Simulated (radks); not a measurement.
Values are calculated unless marked as measured or tabulated.
Q: Ionisation of B2+, [He] 2s1, to B3+, [He], under several functionals. Scalar-relativistic Kohn-Sham, spin-polarised, spherical densities, finite nucleus; open shells are filled with parallel spins first; a radial shooting solver on a logarithmic mesh with Libxc functionals. Known Delta-SCF values: exchange-only LDA 37.179 eV; LDA (Slater exchange, Perdew-Wang correlation) 37.910 eV. What does XLYP give, and what is its highest occupied eigenvalue?

A: 38.546 eV by Delta-SCF; the 2s eigenvalue is -32.568 eV. NIST: 37.931 eV (measured).
